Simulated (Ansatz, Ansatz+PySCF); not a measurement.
```xyz
18

C     0.0000    0.0000    0.0000
C     1.1691    0.6750    0.0000
C     2.4249   -0.0500    0.0000
C     3.5940    0.6250    0.0000
C     4.8497   -0.1000    0.0000
C     5.4343   -0.4375    1.1691
C     6.6901   -1.1625    1.1691
C     7.2746   -1.5000    2.3383
H     0.0000   -1.0900    0.0000
H    -0.9440    0.5450    0.0000
H     1.1691    1.7650    0.0000
H     2.4249   -1.1400    0.0000
H     3.5940    1.7150    0.0000
H     5.3217   -0.3725   -0.9440
H     4.9623   -0.1650    2.1131
H     7.1620   -1.4350    0.2252
H     6.8026   -1.2275    3.2822
H     8.2186   -2.0450    2.3383
```

Basis set: def2-SVP (spherical functions). Charge 0, multiplicity 3.

Computed with Ansatz (development build ahead of 0.2.0); each method stands on the lowest determinant of its kind that the runs found. Restricted functionals stand beside restricted open-shell atoms, which can lie above the unrestricted atoms usual in DFT and then raise those values.

Give the atomization energy at this shape (free ground-state atoms in the same class of orbitals less the molecule, no zero-point energy) of triplet C₈H₁₀ by ωB97X (restricted open-shell), PBE0 (unrestricted), PBE0 (restricted open-shell), UHF, ROHF.

```csv
method,atomization energy
ωB97X (restricted open-shell),80.09 eV
PBE0 (unrestricted),80.88 eV
PBE0 (restricted open-shell),81.16 eV
UHF,60.31 eV
ROHF,60.62 eV
```

Caution: another spin multiplicity may lie lower; the shape is not the minimum. Caution for UHF: the unrestricted determinant is spin contaminated.
